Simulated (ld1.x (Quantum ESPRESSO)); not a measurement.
**What one change does to a pseudopotential (Kr, TM)**

krypton, norm-conserving Troullier–Martins (Kleinman–Bylander form), made with ld1.x (Quantum ESPRESSO) 7.5 (PBE, scalar-relativistic). Core [Ar], reference 3d10 4s2 4p6. Waves: 4s (bound): rc 1.20 bohr; 4p (bound): rc 1.55 bohr; 3d (bound): rc 0.90 bohr. Local part: the d channel. Core correction: none.

Change: all radii scaled by about 1.25 (s 1.50, p 1.94, d 1.12 bohr).

Cutoffs: the cutoffs (Ry, on a coarse ladder) from which the occupation-weighted sum of valence levels, in a spherical-Bessel basis at the reference potential, stays within 10 and 1 mRy of its value at 400 Ry; they do not see the model core or the augmentation charge, which bear on the density cutoff. Errors are all-electron minus pseudo energies relative to the spin-unpolarised reference configuration.

**Question.** What does the change do?

**Answer.** Both files keep a bound ghost (p, s); of the 7 tests that both files solve, the error grows in 3 and shrinks in 4 by more than 15 % and 0.3 meV (median size 7.9 → 2.4 meV).

```csv
quantity,base,changed
"cutoff, loose",over 300 Ry,260 Ry
"cutoff, tight",over 300 Ry,over 300 Ry
loose cutoff by channel (10 mRy a level),"s 45 Ry, p 50 Ry, d 300 Ry","s 40 Ry, p 10 Ry, d 230 Ry"
bound ghosts,"s, p","s, p"
"error for 3d10 4s2 4p5, meV [ΔE 14.29 eV]",-0.1,-1.8
"error for 3d10 4s2 4p4, meV [ΔE 39.46 eV]",+7.9,-2.4
"error for 3d10 4s2 4p3, meV [ΔE 76.54 eV]",+33,-0.3
"error for 3d10 4s2 4p2, meV [ΔE 126.35 eV]",+87,+6.4
"error for 3d9 4s2 4p6, meV [ΔE 93.87 eV]",-674,-408
"error for 3d10 4s1 4p6, meV [ΔE 28.80 eV]",+2.9,+3.9
"error for 3d10 4s2 4p5.5, meV [ΔE 5.86 eV]",-0.6,-0.9
```

 A true bound ghost makes a file unfit for plane-wave use even where its test errors are small: the radial tests pick states by their node count and pass the ghost by.
